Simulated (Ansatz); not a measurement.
Ansatz results at the PBE0-D4/def2-TZVP geometry: HOMO–LUMO gap (B3LYP/def2-TZVPP) 4.57 eV; HOMO energy (PBE0/def2-TZVPP) -6.85 eV; zero-point energy (PBE0-D4/def2-TZVP) 176.7 kJ/mol.

Each molecule was computed in one conformer, which needn't be the lowest.

(1) Which molecule gave them?
A. `C[Si]1(N)[AlH][Se]1`
B. `FB(F)N[SiH3]`
C. `[CH3][AlH][SiH2][SeH]`
D. `[AlH2][CH2][SiH2][SeH]`

Results:

(1) C. The others give `C[Si]1(N)[AlH][Se]1`: 4.10, -6.08, 190.4; `[AlH2][CH2][SiH2][SeH]`: 6.53, -7.53, 173.1; `FB(F)N[SiH3]`: 8.05, -8.52, 137.0.

B3LYP here is the variant with VWN-RPA as its local correlation; programs differ in this.
